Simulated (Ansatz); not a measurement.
Basis sets compared for K₄⁺. The state is a doublet with charge 1. Geometry B3LYP/def2-TZVP. Ansatz on 4 threads of Arm Neoverse V2 on a shared host; times are rough, and most runs start from earlier orbitals.

Cartesian coordinates in Å:
```
K -3.553 0.881 -1.956
K -0.632 -1.929 0.379
K 0.601 1.962 -0.271
K 3.583 -0.915 1.848
```

The structure comes from a short search, and lower isomers may exist.

```
        level  functions  energy (Eh)  HOMO (eV)  LUMO (eV)  wall time
 PBE/def2-SVP         96   -2398.3770      -5.24      -4.85      3.4 s
PBE0/def2-SVP         96   -2398.5725      -5.60      -4.34      4.5 s
```

Problem. Estimate the rows for PBE/def2-TZVP (with forces), PBE0/def2-TZVP.

Solution. 
| level | functions | energy (Eh) | HOMO (eV) | LUMO (eV) | wall time |
| --- | --- | --- | --- | --- | --- |
| PBE/def2-TZVP (with forces) | 132 | -2398.6895 | -5.21 | -4.80 | 3.9 s |
| PBE0/def2-TZVP | 132 | -2398.8801 | -5.58 | -4.29 | 6.5 s |
